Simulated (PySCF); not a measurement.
Al(OH)2 (AlH2O2), SMILES [OH][Al][OH], multiplicity 2.

Coordinates come from a PBE-D3(BJ)/def2-TZVP optimisation. The spin state was assumed, not searched. The isomer is the one that the SMILES or the coordinates give; other isomers of the formula were not compared. The values are those of a single conformer.

Level of theory: PySCF with TDA-B3LYP/def2-SVPD.

Vertical excitations. 

| state | energy (eV) | λ (nm) | f | main pairs |
|---|---|---|---|---|
| root 1 | 4.07 | 304 | 0.115 | α HOMO→LUMO 93 %, β HOMO−2→LUMO 6 % |
| root 2 | 4.59 | 270 | 0.000 | β HOMO→LUMO 99 % |
| root 3 | 4.83 | 257 | 0.083 | α HOMO→LUMO+1 98 % |
| root 4 | 4.88 | 254 | 0.005 | β HOMO−1→LUMO 97 % |
| root 5 | 5.13 | 242 | 0.062 | α HOMO→LUMO 6 %, β HOMO−2→LUMO 92 % |
| root 6 | 5.53 | 224 | 0.189 | α HOMO→LUMO+2 95 % |
| root 7 | 5.95 | 208 | 0.002 | β HOMO−3→LUMO 96 % |
| root 8 | 6.15 | 202 | 0.110 | α HOMO→LUMO+3 73 %, α HOMO→LUMO+4 23 % |
| root 9 | 6.41 | 193 | 0.017 | α HOMO→LUMO+4 74 %, α HOMO→LUMO+3 24 % |
| root 10 | 6.69 | 185 | 0.009 | α HOMO−1→LUMO 78 %, β HOMO→LUMO+2 18 % |
Unrestricted roots are not spin-pure.
